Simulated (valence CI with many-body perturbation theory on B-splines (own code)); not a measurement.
P I: configurations and terms from energies and g

Method: configuration interaction combined with many-body perturbation theory (CI+MBPT): five valence electrons over a frozen Dirac-Fock core [Ne], radial functions for each j: 10 s, 10 p, 9 d, 7 f, 4 g, 2 h, with the one-electron correlation potential Σ1 (screened to all orders), the two-electron term Σ2, the three-electron term Σ3, Breit, model QED; selected single and double excitations, second order for the rest, scaled by the run's own slope (own B-spline code, finite nucleus).

Against 25 measured levels this calculation errs by 60 cm⁻¹ on average and by 174 at most. These come from a selection out of the NIST Handbook of Basic Atomic Spectroscopic Data. Levels without a partner in it may be off by more. Among the levels kept, up to 1300 cm⁻¹ of a level comes from second order outside the variational space, and about a tenth of that is noise between levels of different J, which matters for small intervals.

| No. | J | Parity | E (cm⁻¹) | g |
| --- | --- | --- | --- | --- |
| 1 | 3/2 | odd | 0.0 | 2.002 |
| 2 | 5/2 | odd | 11445 | 1.200 |
| 3 | 3/2 | odd | 11466 | 0.800 |
| 4 | 1/2 | odd | 18896 | 0.666 |
| 5 | 3/2 | odd | 18920 | 1.333 |
| 6 | 1/2 | even | 55915 | 2.667 |
| 7 | 3/2 | even | 56075 | 1.734 |
| 8 | 5/2 | even | 56306 | 1.601 |
| 9 | 1/2 | even | 57854 | 0.669 |
| 10 | 3/2 | even | 58159 | 1.335 |
| 14 | 1/2 | odd | 64196 | 2.001 |
| 15 | 5/2 | even | 65208 | 1.201 |
| 16 | 3/2 | even | 65234 | 0.800 |
| 17 | 1/2 | odd | 65333 | 0.007 |

Energies count from the lowest level. Strongly mixed levels and levels close to another of their J and parity are left out, so the numbers can have gaps.

(1) Give configuration and LS term of each level.

## Answers

(1) 1: 3s2 3p3 4S°; 2: 3s2 3p3 2D°; 3: 3s2 3p3 2D°; 4: 3s2 3p3 2P°; 5: 3s2 3p3 2P°; 6: 3s2 3p2 4s 4P; 7: 3s2 3p2 4s 4P; 8: 3s2 3p2 4s 4P; 9: 3s2 3p2 4s 2P; 10: 3s2 3p2 4s 2P; 14: 3s2 3p2 4p 2S°; 15: 3s2 3p2 4s 2D; 16: 3s2 3p2 4s 2D; 17: 3s2 3p2 4p 4D°.
